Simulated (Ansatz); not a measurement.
Two isomers of C3H9AlO: A = `CO[CH2][AlH][CH3]`, B = `CCC[O][AlH2]`.

Gas-phase electronic energies from Ansatz, PBE0-D4/def2-TZVP geometries. CBS: MP2 limit from def2 TZ/QZ plus the TZ coupled-cluster correction, frozen cores. DFT in def2-TZVPP. B3LYP here is the variant with VWN-RPA as its local correlation; programs differ in this. Each species was taken in one conformer, which may not be the lowest.

Q: Which isomer does CCSD(T)/CBS put lower? Give the gap. (Best estimate.)

A: Ansatz gave: B, by 172.2 kJ/mol.

Q: Give E(B) − E(A) in kJ/mol with B3LYP, B3LYP-D4, ωB97M-V, r2SCAN-D4, CCSD(T)/def2-TZVPP, CCSD/def2-TZVPP, BLYP-D4. (Best estimate.)

A: Ansatz gave: B3LYP -166.4, B3LYP-D4 -165.4, ωB97M-V -165.0, r2SCAN-D4 -163.2, CCSD(T)/def2-TZVPP -172.5, CCSD/def2-TZVPP -175.6, BLYP-D4 -159.4. None reverses the order clearly.

Q: Does the order hold for the free energy at 298.15 K (harmonic terms from PBE0-D4)? (Best estimate.)

A: The calculation gave: Yes: G(B) − G(A) = -167.0 kJ/mol, for one conformer each. Modes under 60 cm⁻¹, often nearly free rotors, make the harmonic entropy too high.

Largest T1 diagnostic: 0.011.

From r2SCAN to r2SCAN0 (25 % exact exchange), in def2-TZVPP and without D4, E(B) − E(A) moves by −5.2 kJ/mol. Leaving LDA and LC-ωPBE aside and taking each functional with its dispersion term where it has one, the values, not all of them listed here, spread over 22.5 kJ/mol, from BHLYP-D4 to PBE-D4. LDA lies −4.8 kJ/mol from PBE without D4.
